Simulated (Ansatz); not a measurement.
## Abstraction of H: CH5BO2 + SiH2(OH)(SiH2) → CH4BO2 + SiH2(OH)(SiH3)

Species: CH5BO2 `COBO`, singlet; SiH2(OH)(SiH2), doublet; CH4BO2 `CO[B]O`, doublet; SiH2(OH)(SiH3) (disilanol), singlet. A radical takes H: the energy is the difference in strength between the B–H bond broken and the Si–H bond made.

Shapes, held fixed at every level: PBE0-D4/def2-TZVP. Flexible molecules stand in one conformer, not always the lowest. Programs: Ansatz 0.2.0. Electronic energies: no zero-point or thermal term.

```
               level                    kind  ΔE (kJ/mol)  less CCSD(T)/CBS estimate
       HF/def2-TZVPP            Hartree–Fock        +71.8                      -11.8
   PBE-D4/def2-TZVPP                     GGA        +81.2                       -2.4
r2SCAN-D4/def2-TZVPP                meta-GGA        +79.1                       -4.5
  wB97M-V/def2-TZVPP  range-separated hybrid        +86.9                       +3.3
      MP2/def2-TZVPP     perturbation theory        +84.1                       +0.5
  CCSD(T)/def2-TZVPP   coupled cluster or CI        +84.9                       +1.3
     CCSD/def2-TZVPP   coupled cluster or CI        +84.8                       +1.2
CCSD(T)/CBS estimate   coupled cluster or CI        +83.6                        0.0
```

The highest level, CCSD(T)/CBS estimate, gives ΔE = +83.6 kJ/mol; the levels span +71.8 to +86.9. The column of differences is taken from that level and isn't an error. No measured value is set beside it here. Open shells run unrestricted unless RO is named. The CBS estimate extrapolates MP2 from def2-TZVPP and def2-QZVPP and adds CCSD(T) − MP2 in the triple-zeta set, cores frozen.
